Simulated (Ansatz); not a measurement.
FH2In (SMILES [F][InH2]) moved off its minimum; all values from Ansatz (a program for electronic structure), cores frozen in correlated methods. Elements past Kr take the def2 small-core potentials, without spin–orbit coupling.
(charge 0, multiplicity 1)
```xyz
4

In    -0.32554    -0.07404     0.06082
H      0.88016    -0.98450     1.35333
H     -1.54217    -0.42571    -0.91754
F      0.75646     1.36543    -0.40835
```

Question: Give the forces (eV/Å), the total energy and the dipole at CCSD(T)/def2-TZVPPD.

Answer: 
```csv
atom,Fx,Fy,Fz
In1,1.607,-2.870,2.853
H2,-1.390,0.730,-1.007
H3,-1.777,-0.409,-1.053
F4,1.560,2.550,-0.792
```
Energy -290.2021 hartree, dipole 2.98 D.
